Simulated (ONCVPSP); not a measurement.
**PBE ONCV dataset for copper, scalar-relativistic all-electron reference.**

ONCVPSP 4.0.1 was run on this input:

```
# ATOM AND REFERENCE CONFIGURATION
# atsym  z   nc   nv     iexc    psfile
  Cu 29.00    3    4        4      upf
#
#   n    l    f
    1    0    2.00
    2    0    2.00
    2    1    6.00
    3    0    2.00
    3    1    6.00
    3    2   10.00
    4    0    1.00
#
# PSEUDOPOTENTIAL AND OPTIMIZATION
# lmax
    2
#
#   l,   rc,      ep,       ncon, nbas, qcut
    0    1.10    0.00    4    7   10.80
    1    0.80    0.00    4    7    9.10
    2    0.80    0.00    4    7   12.30
#
# LOCAL POTENTIAL
# lloc, lpopt,  rc(5),   dvloc0
    4    5    0.65    0.00
#
# VANDERBILT-KLEINMAN-BYLANDER PROJECTORs
# l, nproj, debl
    0    2    2.20
    1    2    0.40
    2    2    0.90
#
# MODEL CORE CHARGE
# icmod, fcfact, rcfact
    3    3.75    1.75
#
# LOG DERIVATIVE ANALYSIS
# epsh1, epsh2, depsh
   -6.00    5.00    0.04
#
# OUTPUT GRID
# rlmax, drl
    6.00    0.01
#
# TEST CONFIGURATIONS
# ncnf
    4
# nvcnf
#   n    l    f
    4
    3    0    2.00
    3    1    6.00
    3    2   10.00
    4    0    0.00
#
    4
    3    0    2.00
    3    1    6.00
    3    2    9.00
    4    0    0.00
#
    4
    3    0    2.00
    3    1    6.00
    3    2    8.00
    4    0    0.00
#
    4
    3    0    2.00
    3    1    6.00
    3    2    9.00
    4    0    2.00
#
```

Command:

```bash
oncvpsp.x < Cu.dat > Cu.out
```

Resulting log (shortened: citation, most of the input echo, consistency checks and plot data are left out):

```
ONCVPSP  (Optimized Norm-Conservinng Vanderbilt PSeudopotential)
scalar-relativistic version 4.0.1

#   n    l    f        energy (Ha)
    1    0    2.00    -3.2527452E+02
    2    0    2.00    -3.9045224E+01
    2    1    6.00    -3.3698282E+01
    3    0    2.00    -4.2152924E+00
    3    1    6.00    -2.6512387E+00
    3    2   10.00    -1.8516466E-01
    4    0    1.00    -1.6941097E-01

Reference configufation results
  iterations    31
  all-electron total energy (Ha)   -1.65484922D+03

Begin loop to  construct optimized pseudo wave functions
and semi-local pseudopoentials for all angular momenta

Calculating optimized projector #   1

 for l=   0

    Fraction of norm inside rc  0.915403
    Optimizing pswf for qcut=  10.82 a_B^-1,  ecut=  58.50 Ha
    Residual kinetic energy error=  9.57D-06 Ha

    Energy error per electron        Cutoff
         Ha          eV             Ha
         0.01000     0.27211       33.27
         0.00100     0.02721       43.78
         0.00010     0.00272       51.57
         0.00001     0.00027       59.23

Calculating optimized projector #   2

 for l=   0

    Fraction of norm inside rc  0.025074
    Optimizing pswf for qcut=  10.82 a_B^-1,  ecut=  58.50 Ha
    Residual kinetic energy error=  4.14D-06 Ha

    Energy error per electron        Cutoff
         Ha          eV             Ha
         0.01000     0.27211       10.17
         0.00100     0.02721       35.81
         0.00010     0.00272       46.89
         0.00001     0.00027       55.27

WARNING wellstate: negative energy specified for n= 4 l=  1
WARNING scattering state with energy  0.25000000
WARNING will be used for the first projector

   Wellstate for l =  1  n =  4
     eigenvalue =   0.2500
     asymptotic potential =   0.7500
     half-point radius =  3.6038

Calculating optimized projector #   1

 for l=   1

    Fraction of norm inside rc  0.627218
    Optimizing pswf for qcut=   9.12 a_B^-1,  ecut=  41.58 Ha
    Residual kinetic energy error=  1.32D-03 Ha

    Energy error per electron        Cutoff
         Ha          eV             Ha
         0.01000     0.27211       33.44
         0.00100     0.02721       43.72
         0.00010     0.00272      192.09
         0.00001     0.00027      236.94

Calculating optimized projector #   2

 for l=   1

    Fraction of norm inside rc  0.031435
    Optimizing pswf for qcut=   9.12 a_B^-1,  ecut=  41.58 Ha
    Residual kinetic energy error=  1.52D-04 Ha

    Energy error per electron        Cutoff
         Ha          eV             Ha
         0.01000     0.27211       24.80
         0.00100     0.02721       34.19
         0.00010     0.00272       44.04
         0.00001     0.00027      119.36

   Wellstate for l =  2  n =  4
     eigenvalue =   0.7148
     asymptotic potential =   1.2148
     half-point radius =  3.9415

Calculating optimized projector #   1

 for l=   2

    Fraction of norm inside rc  0.451616
    Optimizing pswf for qcut=  12.30 a_B^-1,  ecut=  75.63 Ha
    Residual kinetic energy error=  3.28D-02 Ha

    Energy error per electron        Cutoff
         Ha          eV             Ha
         0.01000     0.27211      133.43
         0.00100     0.02721      256.99
         0.00010     0.00272      310.47

Calculating optimized projector #   2

 for l=   2

    Fraction of norm inside rc  0.062264
    Optimizing pswf for qcut=  12.30 a_B^-1,  ecut=  75.63 Ha
    Residual kinetic energy error=  5.32D-03 Ha

    Energy error per electron        Cutoff
         Ha          eV             Ha
         0.01000     0.27211       69.78
         0.00100     0.02721      108.04
         0.00010     0.00272      331.16
         0.00001     0.00027      389.48

Construct Vanderbilt / Kleinmman-Bylander projectors

B matrix Hermiticity error, ll=   0
   1   2    4.2629E-04

  Orthonormal projector coefficients  2.5759E+01  3.7731E+00

B matrix Hermiticity error, ll=   1
   1   2    3.5237E-04

  Orthonormal projector coefficients  1.4843E+01  3.0540E+00

B matrix Hermiticity error, ll=   2
   1   2    1.0049E-04

  Orthonormal projector coefficients -1.3611E+02 -8.3709E+00

Model core correction analysis
  based on d2Exc/dn_idn_j

d2excae - all-electron derivatives

   -4.338144D-02   -4.014180D-02   -2.757816D-02   -1.541291D-03
   -4.014198D-02   -3.848482D-02   -2.725529D-02   -1.864240D-03
   -2.757852D-02   -2.725551D-02   -2.460790D-02   -7.274296D-03
   -1.541147D-03   -1.863896D-03   -7.272240D-03   -3.482237D-02

d2excps - pseudofunction derivatives with no core correction

   -4.728643D-02   -4.095998D-02   -3.011310D-02   -1.815978D-03
   -4.096064D-02   -3.917496D-02   -2.996730D-02   -1.906373D-03
   -3.011378D-02   -2.996747D-02   -2.632648D-02   -7.365200D-03
   -1.815623D-03   -1.906027D-03   -7.363145D-03   -3.483901D-02

rms 2nd derivative error    1.727581E-03

rmatch, rhocmatch    0.3479   82.1792

Teter function model core charge with specified parameters

d2excps - pseudofunction derivatives with core correction

   -3.662030D-02   -3.546163D-02   -2.658992D-02   -1.280469D-03
   -3.546162D-02   -3.519752D-02   -2.702871D-02   -1.635540D-03
   -2.659007D-02   -2.702885D-02   -2.396496D-02   -7.195262D-03
   -1.280306D-03   -1.635186D-03   -7.193205D-03   -3.481217D-02

rms 2nd derivative error    2.537867E-03

Pseudoatom total energy -197.422697

Diagnostic tests using Vanderbilt-Kleinman-Bylander pseudopotentials
  1 or more projectors used as specified by nproj input data

   l    rcore       rmatch      e in        delta e   norm test  slope test

   0   1.1036626   1.1371722  -4.2152924   0.0000036   1.0002304   1.0002236
   0   1.1036626   1.1371722  -0.1694110   0.0000070   1.0000689   1.0000577

   1   0.8037914   0.8281963  -2.6512387  -0.0000692   1.0002192   1.0002930
   1   0.8037914   0.8281963   0.2500000   0.0000325   1.0004966   1.0004966

   2   0.8037914   0.8281963  -0.1851647   0.0000226   1.0001530   1.0001307
   2   0.8037914   0.8281963   0.7148353   0.0000010   1.0003590   1.0003590

 Testing for bound ghosts
   n   l    E NL Schr. Eq   E Basis Diag.   E Cutoff

   1   0       -4.215289       -4.215277    155.68
   2   0       -0.169404        0.125341    155.68

   2   1       -2.651308       -2.646674    343.53

   3   2       -0.185142       -0.115510    398.43

 Testing for highly-localized positive-energy ghosts
       l    <radius>/rc     E Basis Diag.   E Cutoff

       0        0.901235       18.901773    155.68  WARNING - GHOST(+)

       2        0.321837      129.454568    398.43  WARNING - GHOST(+)

Test configuration 0

   n   l     f        eae           eps        diff
   1   0  2.0000 -325.27451999
   2   0  2.0000  -39.04522397
   2   1  6.0000  -33.69828223
   3   0  2.0000   -4.21529237   -4.21528880    3.57D-06
   3   1  6.0000   -2.65123870   -2.65130791   -6.92D-05
   3   2 10.0000   -0.18516466   -0.18514203    2.26D-05
   4   0  1.0000   -0.16941097   -0.16940397    6.99D-06

    Total energies and differences
      AE_ref= -1.65484922D+03  AE_tst= -1.65484922D+03  dif=  0.00D+00
      PS_ref= -1.97422697D+02  PS_tst= -1.97422697D+02  dif= -9.66D-13
      PSP excitation error=  9.66D-13

Test configuration 1

   n   l     f        eae           eps        diff
   1   0  2.0000 -325.59186900
   2   0  2.0000  -39.35290449
   2   1  6.0000  -34.00678728
   3   0  2.0000   -4.53200588   -4.53161067    3.95D-04
   3   1  6.0000   -2.96913099   -2.96888479    2.46D-04
   3   2 10.0000   -0.50194273   -0.50192156    2.12D-05

    Total energies and differences
      AE_ref= -1.65484922D+03  AE_tst= -1.65454971D+03  dif=  3.00D-01
      PS_ref= -1.97422697D+02  PS_tst= -1.97123240D+02  dif=  2.99D-01
      PSP excitation error=  5.68D-05

Test configuration 2

   n   l     f        eae           eps        diff
   1   0  2.0000 -326.21755518
   2   0  2.0000  -39.99094519
   2   1  6.0000  -34.64342349
   3   0  2.0000   -5.15541721   -5.15552326   -1.06D-04
   3   1  6.0000   -3.58743895   -3.58761165   -1.73D-04
   3   2  9.0000   -1.08881248   -1.08882688   -1.44D-05

    Total energies and differences
      AE_ref= -1.65484922D+03  AE_tst= -1.65376575D+03  dif=  1.08D+00
      PS_ref= -1.97422697D+02  PS_tst= -1.96339228D+02  dif=  1.08D+00
      PSP excitation error=  5.76D-08

Test configuration 3

psatom: WARNING lschvkbb convergence error n,l,iter=   3   2   3
ea(ii),et,emin,emax -1.851420E-01 -2.036562E-01 -2.036562E-01 -2.036562E-01
run_config: WARNING for fully non-local PS atom, stg. 1
 WARNING no output for configuration 4

Test configuration 4

   n   l     f        eae           eps        diff
   1   0  2.0000 -325.46576020
   2   0  2.0000  -39.25781283
   2   1  6.0000  -33.90875409
   3   0  2.0000   -4.40982368   -4.41032551   -5.02D-04
   3   1  6.0000   -2.84098750   -2.84155669   -5.69D-04
   3   2  9.0000   -0.34980146   -0.34965317    1.48D-04
   4   0  2.0000   -0.21359831   -0.21363284   -3.45D-05

    Total energies and differences
      AE_ref= -1.65484922D+03  AE_tst= -1.65477676D+03  dif=  7.25D-02
      PS_ref= -1.97422697D+02  PS_tst= -1.97350372D+02  dif=  7.23D-02
      PSP excitation error=  1.42D-04
```

The run took about 4.5 s on one core of a shared server CPU.
